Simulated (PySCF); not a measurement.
# Ionisation energy along the 7-electron series

Calculated with PySCF 2.14 and a two-component X2C-1e Hamiltonian (Gaussian nucleus, no Breit or QED terms), each ion in its own even-tempered basis scaled to its charge; GMP2 freezes nothing and drops the highest virtual spinors. Values in eV. NIST values: (m) measured, (s) semi-empirical, (t) theoretical.

```
  ion  configuration  GHF (spin-free)  GMP2 (spin-free)  GHF (screened spin-orbit)  GMP2 (screened spin-orbit)           NIST
Cu²²⁺   [He] 2s2 2p3           2060.9            2060.9                     2048.3                      2046.9   2044 ± 6 (s)
Ga²⁴⁺   [He] 2s2 2p3           2413.2            2413.1                     2395.2                      2393.5  2391 ± 18 (s)
Ge²⁵⁺   [He] 2s2 2p3           2599.8            2599.7                     2579.0                      2577.4  2575 ± 19 (s)
```

(1) Fill in the row of Zn²³⁺.

Answers

(1) configuration: [He] 2s2 2p3; GHF (spin-free): 2233.5; GMP2 (spin-free): 2233.5; GHF (screened spin-orbit): 2218.4; GMP2 (screened spin-orbit): 2216.6; NIST: 2214 ± 8 (s).
